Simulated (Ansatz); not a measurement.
Molecule: sum formula H$_{2}$SiO$_{2}$Cl$_{2}$, charge 0, multiplicity 1. 
Structure (B3LYP-D3(BJ)/def2-TZVP (Ansatz, a program for electronic structure) minimum search):
```
Si
O 1 1.6191
H 2 0.9616 1 118.35
O 1 1.6261 2 109.05 3 52.18
H 4 0.9610 1 119.05 2 -168.68
Cl 1 2.0364 2 106.66 3 173.58
Cl 1 2.0551 2 111.81 3 -68.40
```
Charge 0, spin multiplicity 1.

Atomisation energy built up term by term with Ansatz (kcal/mol; UHF references for open shells; valence terms freeze the core; atomic spin-orbit terms are left out). Basis-set limits of correlation are two-point, X^-3; Hartree-Fock from the larger set.

| term | basis | kcal/mol |
|---|---|---|
| Hartree-Fock | cc-pV(Q+d)Z | 456.37 |
| CCSD correlation | CBS(cc-pV(T+d)Z,cc-pV(Q+d)Z) | 177.64 |
| (T) | CBS(cc-pV(T+d)Z,cc-pV(Q+d)Z) | 14.43 |
| core correlation | cc-pwCVTZ | 1.01 |
| scalar relativity (X2C) | cc-pVTZ-DK against cc-pVTZ | -1.92 |
| sum: De |  | 647.5 |

(T) makes 2.2 % of the CCSD(T) atomisation energy; under 5 % is typical of single-reference molecules.
